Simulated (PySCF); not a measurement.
## Static response to an electric field

Species: C6H8O2.
Cartesian coordinates in Å at the GFN2-xTB level; atoms count from 1:
```xyz
16
C6H8O2 angstrom
C      1.696    0.153    1.640
C      0.952    0.188    0.528
C     -0.464   -0.144    0.548
C     -1.273   -0.226   -0.506
C     -2.715   -0.587   -0.420
C      1.587    0.614   -0.747
O      1.037    1.164   -1.668
O      2.900    0.334   -0.784
H      1.266   -0.124    2.588
H      2.742    0.404    1.632
H     -0.856   -0.360    1.535
H     -0.904   -0.017   -1.499
H     -3.325    0.213   -0.838
H     -3.020   -0.765    0.609
H     -2.909   -1.485   -1.008
H      3.277    0.647   -1.622
```

Level: PBE0/def2-SVPD (PySCF), static field, nuclei fixed, core orbitals frozen in the response. The polarisability tensor in these axes (au):

```
x   108.10   7.63  18.01
y     7.63  56.44  -3.59
z    18.01  -3.59  90.70
```

Question: What are the eigenvalues, a third of the trace, and Δα (Δα² = ½Σ(αi − αj)² over the three pairs)?

Answer: Principal values 54.13, 81.37 and 119.73 au; mean 85.08 au = 12.61 Å³ = 14.03 × 10⁻⁴⁰ C²·m²/J; Δα = 57.09 au (67 % of the mean).

Question: What is the dipole moment, and where does it point?

Answer: (0.36, -0.84, 0.97) D, 1.33 D in size, pointing from the negative to the positive side. Measured along this direction, the outermost atoms are O7 and H13 at the negative end and H9 at the positive end.

Question: Find the Langevin capture rate constant for H3O+ (19.018 u) meeting this molecule (112.052 u), k = 2.342 × 10⁻⁹ cm³/s × √(α in Å³ / reduced mass in u).

Answer: The reduced mass is 16.26 u, so k = 2.06 × 10⁻⁹ cm³/s. The formula leaves out the permanent dipole, which adds to the capture rate.

Question: Sum over states: ᾱ = Σ f/ω², ω in Eh. What share falls to these 6 lowest TDDFT singlets (eV, f)? 4.75, 0.1567; 4.99, 0.0375; 6.14, 0.4199; 6.45, 0.0016; 6.55, 0.0130; 6.73, 0.0021.

Answer: They add up to 14.77 au, 17.4 % of the 85.08 au; the largest single term is 8.24 au, from the state at 6.14 eV. Terms in order: 5.13, 1.12, 8.24, 0.03, 0.23, 0.03 au. Higher excitations give the rest. The strengths listed sum to 0.631.

Question: What are the principal values of the traceless quadrupole moment, Θ = ½Σq(3rr − r²1), about the centre of nuclear charge?

Answer: -9.87, 0.51, 9.36 D·Å. The values depend on the origin, since the dipole doesn't vanish. The electronic extent ⟨r²⟩ about the same centre is 1155 bohr², a root-mean-square distance of 2.32 Å for the 60 electrons.

One conformer (not necessarily the lowest) at the GFN2-xTB geometry, without solvent, vibrations or thermal averaging.
